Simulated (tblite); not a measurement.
C₂H₄Cl, doublet, geometry from GFN2-xTB; GFN1-xTB in tblite 0.6.0.

The tblite input:
```
$ tblite run mol.xyz --method gfn1 --charge 0 --spin 1 --etemp 2000 --json tblite.json --no-restart

# file mol.xyz
7

C      0.18280234     0.89727093    -0.01314254
C      1.56614457     0.54964169    -0.02607444
Cl    -0.84113747    -0.71148995     0.01905025
H     -0.15549474     1.39958190     0.88815355
H     -0.17787732     1.37769136    -0.91768786
H      2.08091596     0.32944165     0.89042765
H      2.05811157     0.30713857    -0.94944568
```

Q: What does tblite print? Leave out banner, timings and long lists.

A: 
```
xTB calculator
 | screened Coulomb repulsion
 | Coulomb electrostatics
 |  * isotropic Klopman-Ohno-Mataga-Nishimoto electrostatics
 |  * onsite third-order electrostatics
 | DFT-D3(BJ) dispersion correction

halogen bonding energy    0.0000000000000E+00 Eh
repulsion energy          9.8910061257084E-02 Eh
dispersion energy        -1.7043432860772E-03 Eh
number of electrons       1.9000000000000E+01 e
integral cutoff           1.9731147476801E+01 bohr

------------------------------------------------------------
  cycle        total energy    energy error   density error
------------------------------------------------------------
      1     -10.54010539205  -1.0637311E+01   4.8150525E-01
      2     -10.54844978878  -8.3443967E-03   2.9919528E-01
      3     -10.54855728594  -1.0749715E-04   1.8166606E-02
      4     -10.54859936519  -4.2079258E-05   3.4507177E-03
      5     -10.54860350797  -4.1427729E-06   4.7539469E-04
      6     -10.54860356905  -6.1083108E-08   1.9281459E-05
------------------------------------------------------------

electronic energy        -1.0645809287020E+01 Eh
total energy             -1.0548603569049E+01 Eh

Post processing:
 | Mayer-Wiberg bond orders

[Info] JSON dump of results written to 'tblite.json'
```
